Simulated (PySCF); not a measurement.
Structure with atom numbers: `[CH2:1]=[C:2]([CH3:3])[Si@H:4]([SiH3:5])[CH:6]1[CH2:7][O:8][CH2:9]1`. Hydrogens are named by the atom that carries them. Ha(C1) is cis to C3; Ha(C7), Ha(C9) are cis to Si4 on the ring; Hb(C1) is trans to C3; Hb(C7), Hb(C9) are trans to Si4 on the ring.

[PySCF 2.14: coordinates at the GFN2-xTB level; σ from GIAO-PBE0/pcSseg-1; averaged over atoms made equivalent by symmetry, fast rotation or ring inversion; one conformer; non-relativistic; gas phase]

Referencing at the same level of theory: 13C vs TMS.

Do the 13C shifts follow the atomic charges (in e)? Tabulate both.

Results:


| atoms | hybridisation | δ (ppm) | σ para (ppm) | Hirshfeld | IAO | Mulliken | ESP-fitted |
| --- | --- | --- | --- | --- | --- | --- | --- |
| C2 | sp2 | 152.3 | -230 | -0.08 | -0.23 | -0.60 | +0.18 |
| C1 | sp2 | 135.0 | -199 | -0.10 | -0.31 | -0.09 | -0.56 |
| C7 | sp3 | 76.0 | -138 | +0.00 | -0.04 | +0.14 | +0.34 |
| C9 | sp3 | 75.3 | -138 | +0.00 | -0.03 | +0.15 | +0.23 |
| C3 | sp3 | 27.2 | -88 | -0.12 | -0.42 | -0.19 | -0.40 |
| C6 | sp3 | 21.5 | -85 | -0.13 | -0.41 | -0.65 | -0.33 |

Correlation coefficients of δ with charge over these carbons: Hirshfeld +0.17, IAO +0.31, Mulliken +0.00, ESP-fitted +0.20; with the paramagnetic shielding -1.00. Among the 4 sp3 carbons alone: Hirshfeld +1.00, IAO +1.00, Mulliken +0.90, ESP-fitted +0.98. With so few points, grouped by hybridisation, these coefficients are fragile. Charge is one influence among several: hybridisation and low-lying excitations act through the paramagnetic term.

Shifts are as computed. Against solution values, carbons near 30 ppm lie about +3 ppm off and those near 130 ppm about +5 ppm. Of 1211 compounds with measured shifts, 218 miss one by over three times the rms of a fit or turn the order of signals round; such compounds aren't used in these exercises.
